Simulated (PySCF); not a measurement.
Compound: F2H3PSn.
SMILES: `F[P](F)[SnH3]`

Method used: PySCF, PBE0-D3(BJ)/def2-SVP geometry optimisation, gas phase, def2 core potentials past Kr.

Take the most abundant isotopes and a rigid rotor. 

(1) What are A, B and C (MHz)?

(2) What kind of rotor is it?

(3) What does the inertial defect say?

(4) Give the other two planar moments, Paa and Pbb, and the rms extents of the mass along the axes.

(5) Where do the levels up to J = 5 lie, in MHz?

(6) Which lines would a microwave search look for?

## Answers

(1) Ia = 82.11, Ib = 352.75, Ic = 393.76 u·Å²; 505379 MHz·u·Å²/I gives A = 6155, B = 1433, C = 1283 MHz.

(2) A near-prolate asymmetric top; Ray's κ = -0.939.

(3) Not planar: Δ = Ic − Ia − Ib = -41.10 u·Å². For a rigid frame Δ = −2 Σ m c², so Σ m c² = 20.55 u·Å² lies off the ab plane: 3.81 from hydrogen and 16.74 from heavier atoms. The atom farthest from that plane is 1.72 Å away.

(4) Paa = Σ m a² = (Ib + Ic − Ia)/2 = 332.20 and Pbb = Σ m b² = (Ia + Ic − Ib)/2 = 61.56 u·Å². With the mass M = 191.90 u, the rms extents √(P/M) along a, b and c are 1.32, 0.57, 0.33 Å.

(5) Above 0(0,0):
J = 1: 1(0,1) 2716, 1(1,1) 7438, 1(1,0) 7588
J = 2: 2(0,2) 8145, 2(1,2) 12722, 2(1,1) 13169, 2(2,1) 27336, 2(2,0) 27340
J = 3: 3(0,3) 16280, 3(1,3) 20644, 3(1,2) 21539, 3(2,2) 35485, 3(2,1) 35502, 3(3,1) 59471, 3(3,0) 59471
J = 4: 4(0,4) 27110, 4(1,4) 31204, 4(1,3) 32695, 4(2,3) 46347, 4(2,2) 46399, 4(3,2) 70343, 4(3,1) 70343, 4(4,1) 103915, 4(4,0) 103915
J = 5: 5(0,5) 40621, 5(1,5) 44397, 5(1,4) 46633, 5(2,4) 59920, 5(2,3) 60041, 5(3,3) 83935, 5(3,2) 83937, 5(4,2) 117504, 5(4,1) 117504, 5(5,1) 160669, 5(5,0) 160669

(6) The dipole components are |μa| = 1.35 D, |μb| = 0.00 D, |μc| = 1.00 D; the mirror of this Cs structure is the ac plane, so μb vanishes by symmetry (the 0.01 D computed is a residue) and there are no b-type lines. The squared components, which scale the intensities, stand as 1.00 : 0.54 (a : c). Some lines, for components of 0.1 D or more:

```
type  branch         J(Ka,Kc)    MHz  lower level (cm⁻¹)
   a       Q  2(1,1) ← 2(1,2)    448               0.424
   a       R  1(0,1) ← 0(0,0)   2716               0.000
   c       Q  4(1,4) ← 4(0,4)   4094               0.904
   c       Q  3(1,3) ← 3(0,3)   4365               0.543
   c       Q  1(1,1) ← 1(0,1)   4722               0.091
   a       R  2(1,2) ← 1(1,1)   5283               0.248
   a       R  3(2,2) ← 2(2,1)   8148               0.912
   a       R  3(1,2) ← 2(1,1)   8370               0.439
   c       R  2(1,1) ← 1(0,1)  10453               0.091
   a       R  4(0,4) ← 3(0,3)  10830               0.543
   a       R  4(3,1) ← 3(3,0)  10872               1.984
   a       R  4(1,3) ← 3(1,2)  11156               0.718
   c       Q  4(2,3) ← 4(1,3)  13651               1.091
   c       R  4(1,3) ← 3(0,3)  16416               0.543
   c       R  2(2,0) ← 1(1,0)  19752               0.253
   c       R  3(2,1) ← 2(1,1)  22333               0.439
   c       R  3(2,2) ← 2(1,2)  22763               0.424
   c       Q  4(3,2) ← 4(2,2)  23944               1.548
   c       R  3(3,0) ← 2(2,0)  32132               0.912
   c       R  3(3,1) ← 2(2,1)  32135               0.912
   c       R  4(3,1) ← 3(2,1)  34841               1.184
   c       R  4(4,1) ← 3(3,1)  44444               1.984
```

No PBE0-D3(BJ)/def2-SVP frequencies stand behind this structure, so it isn't proved a minimum. No vibrational averaging or centrifugal distortion is included, and the geometry carries the error of its method. A rigid rotor knows nothing of internal rotation, which can split or shift real lines.

The run took 20 s of wall time on Arm Neoverse V2, one thread, shared host with 96 logical CPUs at a one-minute load of 62, and the process peaked at 0.37 GiB of memory. This is the geometry optimisation.
